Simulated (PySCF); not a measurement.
Input of a run (PBE0/cc-pVDZ geometry optimisation, gas phase (PySCF 2.14.0)), started from GFN2-xTB:
```
{"job": {"xc": "PBE0", "basis": "cc-pVDZ", "grid": 1, "kind": "geom"}, "charge": 0, "multiplicity": 1}
O     -2.421102    -0.098328     1.112911
P     -1.344412    -0.364197     0.162143
C     -0.529238     1.013359    -0.692983
C      0.792340     0.908050    -0.530928
C      1.214487    -0.227722     0.284314
Cl     2.883753    -0.460887     0.580389
C      0.236687    -1.013838     0.756927
H     -1.694098    -1.228521    -0.874122
H     -1.032376     1.778423    -1.257935
H      1.529336     1.583448    -0.935608
H      0.370047    -1.887117     1.368929
```

Output (energies in Eh, forces in Eh/bohr):
```
step   0  E = -1031.03639027  max force = 0.045726
step   1  E = -1031.04087367  max force = 0.003345
step   2  E = -1031.04095038  max force = 0.001228
step   3  E = -1031.04095128  max force = 0.000563
step   4  E = -1031.04095424  max force = 0.000245
optimisation converged
```

Question: Summarise the run.

Answer: The energy falls by 0.124 eV over 5 energy and gradient evaluations, the largest force component goes from 0.0457 to 2.4e-04 Eh/bohr, and the atoms move by 0.043 Å rms after alignment. The bond that changes most is O1=P2 (phosphoryl oxygen to phosphoryl phosphorus), which lengthens by 0.047 Å. Bonds longer at the end by more than 0.005 Å: 10 of 11; shorter: 0. Among the angles that change most is C7–P2–H8, from 103.9° to 101.5°. The energy never rose by more than 1e-6 Eh on the way. The first step brought 98 % of the lowering.

Question: What are the final bond lengths?

Answer: O1=P2 1.508 Å, P2–C3 1.824 Å, C3=C4 1.341 Å, C4–C5 1.480 Å, C5–Cl6 1.727 Å, C5=C7 1.342 Å, P2–C7 1.820 Å, P2–H8 1.436 Å, C3–H9 1.090 Å, C4–H10 1.092 Å, C7–H11 1.088 Å. Numbering counts from 1 in the input's order; the species is `O=[P@H]1C=CC(Cl)=C1`.

The run used 126 basis functions and 34 SCF cycles in all. The run took 27 s wall on one thread, Arm Neoverse V1 (aarch64), shared host with 32 logical CPUs at a one-minute load of 20, and the process peaked at 0.57 GiB of memory.

No PBE0/cc-pVDZ frequencies stand behind this structure, so it isn't proved a minimum.
